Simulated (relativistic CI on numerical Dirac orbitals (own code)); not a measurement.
Er49+: sensitivity of the levels to the model

Base calculation: Dirac-Coulomb-Breit CI, orbitals from a KLI potential per configuration, model QED, unscaled Slater integrals.

CI space (outside the closed core [Ne]): 3s2 3p6 3d, 3s2 3p5 3d2, 3s 3p6 3d2, 3s2 3p6 4s, 3s2 3p6 4p, 3s2 3p6 4d, 3s2 3p5 3d 4s, 3s2 3p6 4f, 3s2 3p5 3d 4p, 3p6 3d3, 3p5 3d4, 3p5 3d3 4s. Double excitations out of closed p, d and f shells are left out; levels of such configurations are missing from the list, as are those of other unlisted configurations, and high levels can miss mixing partners. These lack a partner that the ground configuration has and come out too high: 3s2 3p5 3d 4p.

The lowest level and the first level of each name with at least 55 % of one term (blank where a level has no safe partner in the second run):

```
               Level  Base (eV)  Shift (eV)
   3s2 3p6 3d 2D_3/2      0.000       0.000
   3s2 3p6 3d 2D_5/2     51.861       0.000
 3s2 3p5 3d2 4D°_1/2    226.366      +0.457
 3s2 3p5 3d2 4G°_9/2    277.047      +0.457
3s2 3p5 3d2 2H°_11/2    286.752      +0.457
 3s2 3p5 3d2 2G°_9/2    302.427      +0.457
 3s2 3p5 3d2 2F°_5/2    326.414      +0.457
3s2 3p5 3d2 4G°_11/2    329.867      +0.457
 3s2 3p5 3d2 2P°_1/2    332.714      +0.457
   3s 3p6 3d2 4F_3/2    651.929      +0.675
   3s 3p6 3d2 4P_1/2    677.817      +0.676
   3s 3p6 3d2 4F_7/2    701.280      +0.675
   3s 3p6 3d2 4P_3/2    711.745      +0.675
   3s 3p6 3d2 2F_5/2    719.603      +0.676
   3s 3p6 3d2 2G_7/2    724.890      +0.676
   3s 3p6 3d2 2P_1/2    732.148      +0.676
```

At this charge energies of transitions that change n are usually good to better than 1 %, and those within a shell (Δn = 0) to a few per cent.

One thing was changed in a second run, which moved the levels as shown. Which?
A. Breit term removed
B. non-relativistic limit
C. P86 correlation estimate
D. QED terms removed
E. configuration mixing switched off

C. P86 correlation estimate. A correlation estimate moves all levels of a configuration together before mixing; mixed levels move by a weighted share.

LS names give the leading component of a level, which can be under half, so a name can repeat, a term be missing and a line seem to break the LS rules.
